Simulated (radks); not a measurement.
Removal energies from the titanium ion Ti6+, [Ne] 3s2 3p4, by Delta-SCF beside the eigenvalue of the level emptied. Method: scalar-relativistic Kohn-Sham, LDA (Slater exchange, Perdew-Wang correlation), spin-polarised, spherical densities, finite nucleus; Fermi nuclear charge, rms radius of each element as measured or else 0.836 A^(1/3) + 0.57 fm; computed with a radial shooting solver on a logarithmic mesh with Libxc functionals. Open shells are filled with parallel spins first.

removed from	final configuration	Delta-SCF (eV)	-eigenvalue (eV)
3p	[Ne] 3s2 3p3	140.78	130.26
3s	[Ne] 3s1 3p4	165.88	155.13
2p	[He] 2s2 2p5 3s2 3p4	584.14	552.74
2s	[He] 2s1 2p6 3s2 3p4	671.82	643.95
